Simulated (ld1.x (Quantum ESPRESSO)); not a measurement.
# u(r) = r·R(r): atom against pseudo-atom (Cu)

Columns: radius, all-electron u(r) and pseudo u(r) of the 3p shell (level -77.31 eV) of copper in the configuration [Ne] 3s2 3p6 3d9 4s2 4p0; PBE, scalar-relativistic, RRKJ scheme, ld1.x (Quantum ESPRESSO) 7.5.

```tsv
r (bohr)	all-electron	pseudo
0.085	0.5696	-0.0488
0.170	0.5505	-0.1948
0.255	0.0347	-0.4275
0.340	-0.5236	-0.7108
0.425	-0.9329	-0.9823
0.510	-1.1631	-1.1759
0.595	-1.2467	-1.2562
0.680	-1.2296	-1.2346
0.765	-1.1524	-1.1527
0.850	-1.0443	-1.0443
0.935	-0.9248	-0.9248
1.020	-0.8055	-0.8055
1.105	-0.6931	-0.6931
1.190	-0.5910	-0.5910
1.275	-0.5004	-0.5004
1.360	-0.4213	-0.4213
1.445	-0.3533	-0.3533
1.530	-0.2952	-0.2952
1.615	-0.2460	-0.2460
1.700	-0.2045	-0.2045
1.785	-0.1697	-0.1697
1.870	-0.1406	-0.1406
1.955	-0.1162	-0.1162
2.040	-0.0961	-0.0961
2.125	-0.0793	-0.0793
2.210	-0.0654	-0.0654
```

(1) How many radial nodes do the two functions have?

(2) At about which radius was the pseudo-wave matched?

(3) Is the pseudo-wave norm-conserving?

## Answers

(1) The all-electron 3p function has n − l − 1 = 1; the pseudo-wave has 0, since the states of the same l below it are removed with the core.

(2) 0.80 bohr, where the columns begin to agree (steps of 0.09 bohr).

(3) Yes: the RRKJ scheme keeps the norm inside the radius equal to the all-electron one, which fixes the energy derivative of the logarithmic derivative at the level.
